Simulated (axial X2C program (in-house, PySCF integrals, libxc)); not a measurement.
**ZrSe⁻: properties at the nuclei**

Computed with an in-house all-electron X2C program for linear molecules (integrals from PySCF): two-component X2C with atomic mean-field Coulomb and Gaunt terms, Gaussian nuclei, basis Zr dyall-acv3z, Se dyall-acv3z with contracted cores.

R = 2.324 Å (near the PBE0 minimum at charge -1 of the determinant lowest at the starting distance; the state shown can have its own minimum elsewhere).

Determinant lowest in the PBE0 search, Ω = 3/2 (⟨Sz⟩ = -0.50, ⟨Lz⟩ = 2.00 at PBE0), spin on the atoms Zr -0.56, Se 0.06:

| level | Eeff magnitude (GV/cm) | Ws magnitude Zr (kHz) | Ws magnitude Se (kHz) | A∥/gI Zr (MHz) | qzz Zr (a.u.) | A∥/gI Se (MHz) | qzz Se (a.u.) |
| --- | --- | --- | --- | --- | --- | --- | --- |
| PBE0 | 1.42 | 0.348 | 0.102 | 121 | -1.37 | 0.661 | -1.45 |
| HF | 3.74 | 1.22 | 0.0719 | 81.5 | -1.27 | -9.59 | -1.78 |
| B3LYP | 0.823 | 0.196 | 0.0663 | 208 | -1.25 | 4.72 | -1.32 |
| BP86 | 0.912 | 0.22 | 0.0669 | 172 | -1.24 | 2.85 | -1.36 |
| PBE | 0.943 | 0.226 | 0.0711 | 169 | -1.25 | 1.92 | -1.36 |

Determinant 0.08 eV from it at PBE0 and this distance, Ω = 5/2 (⟨Sz⟩ = 0.50, ⟨Lz⟩ = 2.00 at PBE0), spin on the atoms Zr 0.57, Se -0.06:

| level | Eeff magnitude (GV/cm) | Ws magnitude Zr (kHz) | Ws magnitude Se (kHz) | A∥/gI Zr (MHz) | qzz Zr (a.u.) | A∥/gI Se (MHz) | qzz Se (a.u.) |
| --- | --- | --- | --- | --- | --- | --- | --- |
| PBE0 | 1.42 | 0.205 | 0.0622 | 257 | -1.41 | -5.8 | -1.45 |
| HF | 2.66 | 0.38 | 0.135 | 353 | -1.93 | -31.4 | -1.80 |
| B3LYP | 0.825 | 0.114 | 0.0405 | 206 | -1.30 | -6.6 | -1.31 |
| BP86 | 0.938 | 0.134 | 0.0403 | 223 | -1.29 | 0.33 | -1.36 |
| PBE | 0.97 | 0.138 | 0.0428 | 226 | -1.30 | 0.871 | -1.36 |

Eeff is the effective electric field on the electron electric dipole moment in this Ω state and Ws the scalar–pseudoscalar constant of the nucleus named (defined with the proton number Z and per Ω); A∥ (defined per Ω) follows by multiplying with gI = μI/(I μN); qzz is the electric field gradient, eQq0 = 234.96 MHz × Q/barn × qzz. The operators were transformed with the bare-nucleus X2C matrices; with these basis sets, hyperfine constants and field gradients can be off by tens of per cent, and where levels differ in sign neither size nor sign is settled.

Question: With Q(91Zr) = -0.176 barn (Q from Pyykkö, Mol. Phys. 2018), turn the PBE0 values of the first state into constants in MHz.

Answer: eQq0(91Zr) = 234.96 × (-0.176) × (-1.37) = 56.7 MHz.

Each state is one determinant with collinear spin. Unrestricted Hartree–Fock can overshoot spin polarisation at the nuclei. For an anion, determinants above electron detachment, or with a positive highest level, are held by the basis set. Where Eeff spreads by more than a factor of two the levels disagree and none is to be relied on. The search compared states at one distance, so a state with another bond length can lie lower. Further determinants of the search, some of them spin-mixed, are not shown. Where a field gradient or hyperfine factor spreads by more than a factor of two over the levels, a constant derived from it is not to be relied on. PBE0 term energies can be off by some tenths of an eV.
